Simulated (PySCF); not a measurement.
Atom-mapped SMILES (the numbers label the heavy atoms): `[CH3:1][O:2][Si@@H:3]([NH2:4])[O:5][C@H:6]([CH3:7])[CH:8]=[O:9]` (H(Xn): hydrogen on atom n).

PySCF calculation with GFN2-xTB geometry and σ from GIAO-PBE0/pcSseg-1; averaged over atoms made equivalent by symmetry, fast rotation or ring inversion, gas phase, relativity neglected, a single conformation.

Shifts are taken against calculated references (same method and geometry level): ¹³C (σ = 186.93 ppm), ¹H (σ = 31.72 ppm), ²⁹Si (σ = 349.16 ppm) vs TMS; ¹⁷O (σ = 336.08 ppm) vs H2O; ¹⁵N (σ = 267.73 ppm) vs NH3.

| atoms | nucleus | count | Hirshfeld charge | δ (ppm) |
| --- | --- | --- | --- | --- |
| O5 | ¹⁷O | 1 | -0.21 | 71.4 |
| O9 | ¹⁷O | 1 | -0.22 | 681.4 |
| H(C1) | ¹H | 3 | 0.04 | 3.77 |
| C7 | ¹³C | 1 | -0.12 | ? |
| H(Si3) | ¹H | 1 | -0.10 | 4.98 |
| H(C7) | ¹H | 3 | 0.05 | 1.31 |
| C1 | ¹³C | 1 | -0.03 | 49.7 |
| C6 | ¹³C | 1 | 0.04 | 75.1 |
| Si3 | ²⁹Si | 1 | 0.47 | ? |
| H(C6) | ¹H | 1 | 0.04 | 3.85 |
| O2 | ¹⁷O | 1 | -0.23 | ? |
| H(C8) | ¹H | 1 | 0.04 | ? |
| N4 | ¹⁵N | 1 | -0.33 | 31.6 |
| C8 | ¹³C | 1 | 0.13 | ? |
| H(N4) | ¹H | 2 | 0.11 | 0.67 |

Problem. Fill in the missing shifts.

Solution. 
- C8: 214.5 ppm, aldehyde carbonyl carbon; the double bond to the heteroatom, with no lone-pair donor beside it, deshields it most
- C7: 20.1 ppm, methyl carbon; a saturated carbon with 1 carbon neighbour and no heteroatom attached
- H(C8): 10.01 ppm, hydrogen on an aldehyde carbonyl carbon; deshielded by the polar, anisotropic C=O bond
- O2: 25.5 ppm, oxygen bonded to C, Si
- Si3: -41.7 ppm, silicon bonded to N, 2 O, H

The OH or NH signal is concentration- and solvent-dependent in practice; the value given is the gas-phase one. Shifts are as computed. Against solution values, carbons near 30 ppm lie about +3 ppm off and those near 130 ppm about +5 ppm. Of 1309 compounds with measured shifts, 239 miss one by over three times the rms of a fit or turn the order of signals round; such compounds aren't used in these exercises. Unscaled 17O shifts of doubly bonded oxygen tend to come out too high, by tens of ppm or more. Experimental scales use liquid or dissolved standards, which lie at an offset from isolated NH3 (liquid NH3: subtract about 20 ppm) and H2O (liquid H2O: subtract about 36 ppm).
